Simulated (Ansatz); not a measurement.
Ansatz results at the PBE0-D4/def2-TZVP geometry: HOMO–LUMO gap (ωB97M-V/def2-TZVPP) 13.17 eV; size of the dipole moment (B3LYP/def2-TZVPP) 1.83 D; HOMO–LUMO gap (PBE/def2-TZVPP) 6.95 eV.

Question: Which molecule gave them?
A. `C[Si](C)(C)Cl`
B. `C[SiH2]Cl`
C. `CN[SiH2]Cl`
D. `O[SiH](O)F`

Answer: B. The others give `O[SiH](O)F`: 14.18, 1.52, 7.75; `CN[SiH2]Cl`: 11.77, 2.19, 5.67; `C[Si](C)(C)Cl`: 12.84, 2.15, 7.13.

B3LYP here is the variant with VWN-RPA as its local correlation; programs differ in this.
